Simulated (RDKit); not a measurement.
RDKit input (MMFF94):

```python
from rdkit import Chem
from rdkit.Chem import AllChem, rdDetermineBonds

mol = Chem.MolFromXYZFile('mol.xyz')
rdDetermineBonds.DetermineBonds(mol, charge=-1)
print('SMILES', Chem.MolToSmiles(Chem.RemoveHs(mol)))
ff = AllChem.MMFFGetMoleculeForceField(mol, AllChem.MMFFGetMoleculeProperties(mol))
e0 = ff.CalcEnergy()
flag = ff.Minimize(maxIts=5000, forceTol=1e-5)
print(f'energy {e0:.4f} -> {ff.CalcEnergy():.4f} kcal/mol, converged: {flag == 0}')
print(Chem.MolToXYZBlock(mol))
```
mol.xyz:
```
11

C     -1.97374600    -0.94679800    -0.09092200
Si    -0.99111200     0.66184200    -0.12650000
O      0.48755000     0.53491400     0.47791800
Si     1.85950400    -0.44178600    -0.12512400
H     -1.45931700    -1.70028800    -0.69159300
H     -2.05661700    -1.32977200     0.92925500
H     -2.98280400    -0.80606800    -0.49172600
H     -1.03467200     1.15063200    -1.54230300
H     -1.76912600     1.66856600     0.66653900
H      2.11365300    -1.24066300     1.17527100
H      2.97346600     0.57829800     0.19949700
```

Output:

```
SMILES C[SiH2]O[SiH2-]
energy -14.0242 -> -27.2391 kcal/mol, converged: True
11

C     -1.902727   -0.919272    0.354067
Si    -1.077710    0.572739   -0.356800
O      0.509271    0.728541    0.094267
Si     1.980213    0.030123   -0.206282
H     -1.405158   -1.839123    0.031881
H     -1.885897   -0.896479    1.447998
H     -2.948724   -0.978820    0.038213
H     -1.136101    0.515285   -1.838488
H     -1.807370    1.791787    0.067390
H      1.865842   -1.435783   -0.008919
H      2.975140    0.559877    0.756985
```

The dipole moment of an ion depends on the origin.

The geometry given is a B3LYP-D3(BJ)/def2-TZVP minimum.
